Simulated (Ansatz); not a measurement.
`[CH3][Cd][Cl]` + HBr → `[Cl][Cd][Br]` + CH₄ at 600 K and 1 bar (ligand exchange at a Cd–C bond).

Isolated molecules relaxed with PBE0-D4/def2-TZVP in Ansatz; ΔE leaves out vibrations. CBS: MP2 limit from def2 TZ/QZ plus the TZ coupled-cluster correction, frozen cores. This one scheme is used for every species. def2 core potentials past Kr. For Br, Cd outer-core shells are correlated without core-valence functions, which leaves a few kJ/mol of doubt a bond. Scalar relativity is left out up to krypton.

```json
{"species": "`[CH3][Cd][Cl]`", "CCSD(T)/CBS energy (Eh)": "-667.39508", "H − E (kJ/mol)": "136.0", "S (J/(mol·K))": "355.5"}
{"species": "HBr", "CCSD(T)/CBS energy (Eh)": "-2573.91920", "H − E (kJ/mol)": "33.5", "S (J/(mol·K))": "219.1"}
{"species": "`[Cl][Cd][Br]`", "CCSD(T)/CBS energy (Eh)": "-3200.91128", "H − E (kJ/mol)": "37.9", "S (J/(mol·K))": "346.0"}
{"species": "CH₄", "CCSD(T)/CBS energy (Eh)": "-40.46206", "H − E (kJ/mol)": "140.4", "S (J/(mol·K))": "215.7"}
```

H − E and S are ideal-gas, rigid-rotor, harmonic terms from PBE0-D4/def2-TZVP. 1 Eh = 2625.50 kJ/mol, R = 8.31446 J/(mol·K).

By hand: ΔE, ΔH, ΔS and ΔG.

ΔE = (-3200.91128) + (-40.46206) − (-667.39508) − (-2573.91920) = -0.05906 Eh = -155.1 kJ/mol. Δ(H − E) = 37.9 + 140.4 − 136.0 − 33.5 = 8.8, so ΔH = -146.3 kJ/mol. ΔS = 346.0 + 215.7 − 355.5 − 219.1 = -12.9 J/(mol·K). ΔG = -146.3 − 600 × (-12.9)/1000 = -138.6 kJ/mol.

By hand: the equilibrium constant, and the temperature at which ΔG would vanish if ΔH and ΔS stayed fixed.

log₁₀ K = −ΔG/(RT ln 10) = 12.1. ΔG = 0 at ΔH/ΔS = 11341 K, far beyond where these terms or the molecules hold.

The number of gas molecules stays the same, so ΔS is small and ΔH decides. A doubt of 5 kJ/mol in ΔE shifts log₁₀ K by 0.4 here. These are equilibria of isolated gas molecules and say nothing of rates. Largest T1 diagnostic: 0.012 (customary marks: 0.02 for closed shells, 0.045 for open ones).
